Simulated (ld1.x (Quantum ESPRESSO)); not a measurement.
# Ranking RRKJ potentials for V (Z = 23)

All share these settings but for the change named:

ld1.x (Quantum ESPRESSO) 7.5 input, shortened:

```
&input
   title='V', zed=23., rel=2, dft='PZ', iswitch=3,
   config='[Ar] 3d4 4s1 4p0', rel_dist='average'
 /
 &inputp
   pseudotype=2, tm=.false., rho0=0.01, lloc=0,
   nlcc=.false.
 /
3
3P  2  1   6.00   0.00  1.35  1.35  0.0
3D  3  2   4.00   0.00  2.10  2.10  0.0
4S  1  0   1.00   0.00  2.55  2.55  0.0
 &test
   configts(1)='3p6 3d4 4s1 4p0'
 /
```

Open shells are filled in proportion to 2j + 1 (rel_dist='average').

Cutoff: the first of the cutoffs (Ry, on a coarse ladder) from which the occupation-weighted sum of valence levels, in a spherical-Bessel basis at the reference potential, stays within 10 and 1 mRy of its value at 400 Ry; the density cutoff is not measured.

The base gives 45 Ry.

Of 7 variants that were run, those that failed, showed a ghost or another fault, or gave nearly equal values are left out.

A variant can come out equal or close to the base.

Task: Rank these variants from softest to hardest (loose cutoff).
A. all radii scaled by about 0.74 (s 1.88, p 1.00, d 1.56 bohr)
B. all radii scaled by about 1.23 (s 3.12, p 1.66, d 2.58 bohr)
C. all radii scaled by about 0.84 (s 2.14, p 1.14, d 1.76 bohr)

Result: B (45 Ry), C (100 Ry), A (140 Ry).
